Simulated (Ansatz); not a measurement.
Geometry optimisation, RHF/def2-SVP in Ansatz.

The input (input.yaml):

```yaml
crystal:
  periodic: [false, false, false]
  atoms:
    - { symbol: S, position_ang: [-1.5551, -0.347, -0.1322] }
    - { symbol: C, position_ang: [-0.0506, 0.1721, 0.6604] }
    - { symbol: Se, position_ang: [-0.47931, 1.65939, 1.80622] }
    - { symbol: H, position_ang: [-1.0959, 0.1403, -1.4156] }
    - { symbol: H, position_ang: [0.66273, 0.49827, -0.10025] }
    - { symbol: H, position_ang: [0.40653, -0.66362, 1.26539] }
    - { symbol: H, position_ang: [-1.22576, 0.78985, 2.80399] }
basis:
  gaussian: { orbitals: def2-SVP }
hamiltonian:
  xc: hf
relax:
  f_tol: 0.015
  max_steps: 40
```

Command:

```bash
$ ansatz run input.yaml --threads 1 --pin off --max-ram 2048MiB --backend cpu --events-out ev --progress --plain --runs-dir out
```

Problem. Where does it end, and by what steps?

Solution. The forces met the threshold. After 7 steps the energy has fallen by 0.579 eV; H4 moved furthest, 0.73 Å.

| step | energy less start (eV) | largest force component (eV/Å) | accepted |
| --- | --- | --- | --- |
| 0 | 0.0000 | 3.528 | yes |
| 1 | -0.4345 | 0.802 | yes |
| 2 | -0.4768 | 0.225 | yes |
| 3 | -0.5192 | 0.258 | yes |
| 4 | -0.5508 | 0.406 | yes |
| 5 | -0.5742 | 0.088 | yes |
| 6 | -0.5783 | 0.051 | yes |
| 7 | -0.5787 | 0.010 | yes |

```xyz
7
Properties=species:S:1:pos:R:3
S -1.265 -0.631 -0.332
C 0.068 0.096 0.654
Se -0.399 1.627 1.775
H -1.605 0.467 -1.008
H 0.880 0.440 0.018
H 0.450 -0.706 1.278
H -1.466 0.957 2.502
```

Run time: 15 s on 1 thread of Arm Neoverse V1, on a shared host, peak memory 0.16 GiB.
